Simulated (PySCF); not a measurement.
F₃Sb, charge -1, doublet, at a GFN2-xTB geometry (a state made from the parent by changing its charge; the spin is typed, not shown lowest) (core potentials on Sb) (in this run its highest filled SCF level lies above zero, so its values depend strongly on the basis, on diffuse functions most of all); SVWN5/def2-SVP run with PySCF.

The PySCF input:
```python
from pyscf import gto, scf, dft

mol = gto.Mole()
mol.atom = '''
    Sb   -0.00000000    0.00000000   -0.00000000
    F    -1.82197236   -1.35064072    0.02306782
    F    -0.25882159    2.25321074   -0.01996208
    F     2.08079395   -0.90257002   -0.00310574
'''
mol.basis = 'def2-svp'
mol.ecp = {'Sb': 'def2-svp'}
mol.charge = -1
mol.spin = 1
mol.verbose = 5
mol.build()

mf = dft.UKS(mol)
mf.xc = 'lda,vwn'
mf.kernel()
```

What the program printed (banner, timings and long lists left out):

```
PySCF version 2.14.0

[INPUT] verbose = 5
[INPUT] max_memory = 4000
[INPUT] num. atoms = 4
[INPUT] num. electrons = 51
[INPUT] charge = -1
[INPUT] spin (= nelec alpha-beta = 2S) = 1
[INPUT] symmetry False subgroup None
[INPUT] Mole.unit = angstrom
[INPUT] Symbol           X                Y                Z      unit          X                Y                Z       unit  Magmom
[...]
[INPUT] ---------------- BASIS SET ----------------
[INPUT] l, kappa, [nprim/nctr], expnt,             c_1 c_2 ...
[INPUT] F
[...]
                                435.4193912       -0.039904258866
                                98.843328866      -0.17912768038
                                27.485198001      -0.46758090825
                                8.5405498171      -0.4465313102
[...]
                                4.9872339257      -0.23754317067
                                1.3491613954      -0.51287353587
[...]
[INPUT] Sb
[...]
                                22.689478596      -0.15027605583
                                18.391547037      0.35915813039
                                7.6406271414      -0.74805091065
                                1.9052000235      0.92017581656
                                0.93007107773     0.46754079597
[...]
                                1.4680242769      0.35289492025
[...]
                                10.052739237      -0.4151114934
                                1.2682183726      0.74197972626
                                0.57196620929     0.1558077275
[...]
                                18.504059617      -0.005495297201
                                3.9156032308      0.27988806353
                                1.7142196009      0.51273377761
                                0.69675478242     0.33288802736
[...]
nuclear repulsion = 177.619102771959
number of shells = 28
number of NR pGTOs = 133
number of NR cGTOs = 68
basis = def2-svp
ecp = {'Sb': 'def2-svp'}

******** <class 'pyscf.dft.uks.UKS'> ********
method = UKS
initial guess = minao
damping factor = 0
level_shift factor = 0
DIIS = <class 'pyscf.scf.diis.CDIIS'>
diis_start_cycle = 1
diis_space = 8
diis_damp = 0
SCF conv_tol = 1e-09
SCF conv_tol_grad = None
SCF max_cycles = 50
direct_scf = True
direct_scf_tol = 1e-13
number electrons alpha = 26  beta = 25
XC library pyscf.dft.libxc version 7.1.2
    S. Lehtola, C. Steigemann, M. J. T. Oliveira, and M. A. L. Marques,  SoftwareX 7, 1–5 (2018)
XC functionals = lda,vwn
    P. A. M. Dirac,  Math. Proc. Cambridge Philos. Soc. 26, 376 (1930)
    F. Bloch,  Z. Phys. 57, 545 (1929)
    S. H. Vosko, L. Wilk, and M. Nusair,  Can. J. Phys. 58, 1200 (1980)
radial grids:
    Treutler-Ahlrichs [JCP 102, 346 (1995); DOI:10.1063/1.469408] (M4) radial grids

becke partition: Becke, JCP 88, 2547 (1988); DOI:10.1063/1.454033
pruning grids: <function nwchem_prune>
grids dens level: 3
symmetrized grids: False
atomic radii adjust function: <function treutler_atomic_radii_adjust>
small_rho_cutoff = 0
Set gradient conv threshold to 3.16228e-05
Density of valence part of ANO basis will be used as initial guess for Sb
atom Sb rad-grids = 95, ang-grids = [ 50  50  50  50  50  50  50  50  50  50  50  50  50  50  50  50  50  50
  50  50  50  50  50  50  50  50  50  50  50  50  86  86  86  86  86  86
  86  86  86  86  86  86  86  86  86  86 350 350 350 350 350 350 350 350
 350 350 350 434 434 434 434 434 434 434 434 434 434 434 434 434 434 434
 434 434 434 434 434 434 434 434 350 350 350 350 350 350 350 350 350 350
 350 350 350 350 350]
atom F rad-grids = 75, ang-grids = [ 50  50  50  50  50  50  50  50  50  50  50  50  50  50  50  50  50  50
  50  50  50  50  86  86  86  86  86  86  86  86  86 266 266 266 266 266
 266 302 302 302 302 302 302 302 302 302 302 302 302 302 302 302 302 302
 302 302 266 266 266 266 266 266 266 266 266 266 266 266 266 266 266 266
 266 266 266]
tot_boxes 2025, boxes in each direction [13 13  7]
Padding 0 grids
tot grids = 64744
[...]
 -3.59261705e+00 -3.59261665e+00 -3.58369011e+00 -1.04288962e+00
 -1.04288940e+00 -1.03523524e+00 -1.03523456e+00 -1.03308631e+00
 -7.26886982e-01 -7.23784478e-01 -7.23781846e-01 -2.98707065e-01
 -1.31766146e-01 -1.31763122e-01 -8.83469340e-02 -7.89447397e-02
 -7.89415544e-02 -7.14868518e-02 -7.04350633e-02 -7.04279751e-02
 -4.47266150e-02  4.30635768e-02  1.16589435e-01  1.16591335e-01
  3.36681097e-01  4.35539295e-01  4.39970168e-01  4.39970992e-01
  5.14221900e-01  5.14222217e-01  5.72453042e-01  6.15184979e-01
  6.15185189e-01  1.28547303e+00  1.30444690e+00  1.31722448e+00
  1.31723051e+00  1.34396594e+00  1.34396953e+00  1.35324781e+00
  1.38964455e+00  1.38964869e+00  1.58839221e+00  1.72162285e+00
  1.72163745e+00  3.24152197e+00  3.24938125e+00  3.25282277e+00
  3.25285989e+00  3.25623452e+00  3.25754181e+00  3.25761844e+00
  3.25927454e+00  3.25971826e+00  3.25973674e+00  3.26445931e+00
  3.26455957e+00  3.26960037e+00  3.32650075e+00  3.32654021e+00
  1.80037202e+01  1.83732874e+01  1.83732884e+01  5.41699394e+01]
multiplicity <S^2> = 0.75096079  2S+1 = 2.0009606
nelec by numeric integration = [26.00001287 25.00001219]
E1 = -1204.7234419396275  E2 = 489.7618443344606  Ecoul = 538.4607042101136  Exc = -48.698859875653
cycle= 11 E= -537.342494833208  delta_E= -2.45e-10  |g|= 1.28e-05  |ddm|= 3.35e-05
  alpha mo_energy =
[-2.38078321e+01 -2.38078174e+01 -2.38077500e+01 -5.32089281e+00
 -3.59372277e+00 -3.59372240e+00 -3.58751520e+00 -1.04427721e+00
 -1.04427701e+00 -1.03975233e+00 -1.03975168e+00 -1.03861102e+00
 -7.30520329e-01 -7.27271114e-01 -7.27262796e-01 -3.13187800e-01
 -1.35202595e-01 -1.35195437e-01 -9.92079582e-02 -8.10116291e-02
 -8.10062829e-02 -7.72827228e-02 -7.72771220e-02 -7.34366019e-02
 -4.99865611e-02  1.66592697e-02  1.07389949e-01  1.07391912e-01
  3.22558875e-01  4.16414077e-01  4.33561700e-01  4.33562311e-01
  4.91338161e-01  4.91338908e-01  5.47456774e-01  6.07481937e-01
  6.07482603e-01  1.28401610e+00  1.30247170e+00  1.31532100e+00
  1.31533000e+00  1.33827603e+00  1.33828707e+00  1.34763593e+00
  1.38775613e+00  1.38776459e+00  1.58521493e+00  1.71731628e+00
  1.71733401e+00  3.24061142e+00  3.24514912e+00  3.25182429e+00
  3.25186937e+00  3.25312021e+00  3.25319705e+00  3.25406104e+00
  3.25478201e+00  3.25485827e+00  3.25486855e+00  3.26004205e+00
  3.26014373e+00  3.26514337e+00  3.32458566e+00  3.32462151e+00
  1.79964383e+01  1.83708270e+01  1.83708279e+01  5.41681269e+01]
  beta  mo_energy =
[-2.38058628e+01 -2.38058483e+01 -2.38057812e+01 -5.31900310e+00
 -3.59261662e+00 -3.59261626e+00 -3.58368949e+00 -1.04288932e+00
 -1.04288912e+00 -1.03523476e+00 -1.03523411e+00 -1.03308579e+00
 -7.26887723e-01 -7.23787842e-01 -7.23779961e-01 -2.98707140e-01
 -1.31768841e-01 -1.31761576e-01 -8.83475346e-02 -7.89464701e-02
 -7.89412263e-02 -7.14875812e-02 -7.04351002e-02 -7.04294589e-02
 -4.47272176e-02  4.30634959e-02  1.16589182e-01  1.16591168e-01
  3.36681108e-01  4.35539398e-01  4.39970114e-01  4.39970906e-01
  5.14221658e-01  5.14222455e-01  5.72453077e-01  6.15184577e-01
  6.15185307e-01  1.28547245e+00  1.30444634e+00  1.31722248e+00
  1.31723141e+00  1.34396207e+00  1.34397225e+00  1.35324724e+00
  1.38964199e+00  1.38965016e+00  1.58839172e+00  1.72162092e+00
  1.72163844e+00  3.24152130e+00  3.24938053e+00  3.25282078e+00
  3.25286055e+00  3.25623384e+00  3.25754220e+00  3.25761678e+00
  3.25927370e+00  3.25971976e+00  3.25973383e+00  3.26445809e+00
  3.26455935e+00  3.26959964e+00  3.32650107e+00  3.32653855e+00
  1.80037208e+01  1.83732879e+01  1.83732888e+01  5.41699401e+01]
multiplicity <S^2> = 0.75096077  2S+1 = 2.0009605
nelec by numeric integration = [26.00001287 25.00001219]
E1 = -1204.7234645986068  E2 = 489.7618669944896  Ecoul = 538.4607330572186  Exc = -48.698866062728996
Extra cycle  E= -537.342494832159  delta_E= 1.05e-09  |g|= 5.07e-05  |ddm|= 5.37e-05
converged SCF energy = -537.342494832159  <S^2> = 0.75096077  2S+1 = 2.0009605
```
